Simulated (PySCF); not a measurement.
B(H)(SMe)2 (C₂H₇BS₂), SMILES CSBSC. Heavy atoms are numbered as in [BH:1]([S:3][CH3:4])[S:8][CH3:9]. Hydrogens are named by the atom that carries them.

The structure is a stationary point at B3LYP-D3(BJ)/def2-SVP. This is a generated structure with no PubChem entry under its InChIKey; it may be hypothetical. One conformer was computed; it need not be the lowest.

All values below come from HF/pcSseg-1 in PySCF.

GIAO shieldings, no solvent; atoms alike by connectivity are averaged. δ = σ(ref) − σ: ¹¹B against BF3 (σ = 102.7 ppm); ¹H against TMS (σ = 31.99 ppm); ³³S against H2S (σ = 725.2 ppm); ¹³C against TMS (σ = 192.6 ppm), references at their B3LYP-D3(BJ)/def2-TZVP geometries, non-relativistic.

Problem. Estimate the chemical shifts. (An estimate is asked for; the answer gives what the named calculation found.)

Solution. 
| nucleus | atoms | count | δ (ppm) |
|---|---|---|---|
| ¹¹B | B1 (BH) | 1 | 58.7 |
| ¹H | H on B1 | 1 | 7.07 |
| ¹H | H on C4 | 6 | 2.46 |
| ³³S | S3 | 2 | 162.2 |
| ¹³C | C4 (CH3) | 2 | 19.5 |
